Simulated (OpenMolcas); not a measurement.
**Ne³⁺: from RASSCF to RASPT2**

```yaml
Program: OpenMolcas
Basis: ANO-RCC-VQZP [5s4p3d2f1g]
Scalar_Hamiltonian: DKH2, point nucleus
Active_space: 5 electrons in 9 orbitals (RAS2 2s 2p; RAS3 3d, at most 2 electrons)
State_averaging: 2S+1 = 4 odd, 1 root; 2S+1 = 2 odd, 8 roots; 2S+1 = 4 even, 3 roots; 2S+1 = 2 even, 6 roots
Spin-orbit_coupling: state interaction with AMFI integrals over the reference wave functions, term energies averaged over their components
```

Methods on the same reference wave functions:
A. RASSCF
B. SS-RASPT2, IPEA 0.25 Eh, imaginary shift 0.1 Eh (closed shells correlated: 1s)

Energies in cm-1 above 2s2 2p3 4S* 3/2, the measured ground level; measured values from Moore, Atomic Energy Levels, vol. I, NSRDS-NBS 35 (1971 reprint of NBS Circular 467, 1949).

```csv
Level,A,B,Measured
2s2 2p3 4S* 3/2,0.0,0.0,0.0
2s2 2p3 2D* 3/2,44209,41695,
2s2 2p3 2D* 5/2,44234,41721,
2s2 2p3 2P* 1/2,66229,63010,
2s2 2p3 2P* 3/2,66235,63017,
2s 2p4 4P 5/2,186261,184207,183860
2s 2p4 4P 3/2,186813,184759,184477
2s 2p4 4P 1/2,187139,185085,184799
2s 2p4 2D 3/2,260528,255015,
2s 2p4 2D 5/2,260531,255019,
```

Deviations, from unrounded energies. A percentage is the sum of absolute deviations over the sum of measured energies, with the sign that they share, or ± where signs differ.

```tsv
Against measurement	Levels	A	B
mean absolute deviation (cm-1)	3	2400	310
other configurations (%)	3	+1.3	+0.2
```

B lies closest to measurement on these levels. The largest miss of B in the table is 2s 2p4 4P 5/2, by +350 cm-1. The ranking rests on the paired levels alone, and a cruder setting can come out closer through cancelling errors.

From A to B the spin-free energies of the other terms of 2s2 2p3 shown, above 4S*, scale by factors of 0.94 to 0.95.

The lowest spin-free term lies below A's lowest term by 0.073 hartree in B.

Active for correlation alone: 3d; no level in the range computed is led by a configuration that fills it, so any true level of that kind is missing. Measured partners are found by configuration, term and J. A level has none where our copy of the source lacks it or the pairing is in doubt (some pairs that miss far off the trend of their configuration count as doubtful), and it then counts in no deviation. Levels of configurations outside the active space are missing. The table leaves out levels that lie high or whose names do not pair safely across all columns.

* marks odd parity.
